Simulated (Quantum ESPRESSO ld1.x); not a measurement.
Results of a calculation; reference values are marked as such.
Task: The table gives one normalised radial function P(r) = r R(r) of O7+ in 1s1 (r in bohr). Code: ld1.x of Quantum ESPRESSO 7.5. Model: non-relativistic Kohn-Sham, LDA (Slater exchange, VWN5 correlation), spin-polarised, spherical densities, point nucleus; open shells are filled with parallel spins first.

r	P
0.008502	0.3579
0.009898	0.4120
0.01152	0.4734
0.01352	0.5467
0.01574	0.6253
0.01833	0.7130
0.02133	0.8103
0.02484	0.9172
0.02891	1.0335
0.03366	1.1583
0.03919	1.2901
0.04562	1.4265
0.05353	1.5712
0.06232	1.7049
0.07255	1.8288
0.08446	1.9357
0.09833	2.0171
0.1145	2.0643
0.1333	2.0687
0.1551	2.0231
0.1806	1.9231
0.2119	1.7592
0.2467	1.5536
0.2872	1.3118
0.3344	1.0512
0.3893	0.7927
0.4532	0.5570
0.5276	0.3605
0.6142	0.2121
0.715	0.1117

Which n and l does it have? It may be an empty orbital.

Result: n = 1, l = 0: the number of nodes gives n - l - 1 = 0, the rise at small r (about r^(l+1)) gives l, and the extent must fit the shell. The curve is that of 1s up; the table hardly tells the two spins apart. 1s up: eigenvalue -814.27 eV, 0 radial nodes, <r> = 0.189 bohr, 90 % of the charge inside 0.336 bohr.
